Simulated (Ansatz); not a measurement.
Gas-phase electronic energies from Ansatz, PBE0-D4/def2-TZVP geometries. CCSD(T)/CBS is the MP2 limit (def2-TZVPP, def2-QZVPP) plus CCSD(T) − MP2 in def2-TZVPP, frozen cores. This one scheme is used for every species. DFT in def2-TZVPP. def2 core potentials past Kr. For In outer-core shells are correlated without core-valence functions, which leaves a few kJ/mol of doubt a bond. One conformer a species, not always the lowest.

Consider the hydrogenolysis of the In–O bond: `C[O][InH][CH3]` + H₂ → `[CH3][InH2]` + CH₃OH.

```csv
level,ΔE (kcal/mol)
r2SCAN0-D4,4.0
MP2/def2-SVP,6.2
```

Q: What does CCSD(T)/CBS give? (Best estimate.)

A: Computed: +7.0 kcal/mol. The listed levels differ from it by -3.0, -0.8 kcal/mol.

Largest T1 diagnostic among the species: 0.015.

From r2SCAN to r2SCAN0 (25 % exact exchange), in def2-TZVPP and without D4, ΔE moves by −2.7 kcal/mol. At CCSD(T), def2-SVP lies −2.6 kcal/mol from the extrapolated value and def2-TZVPP −1.7 kcal/mol.
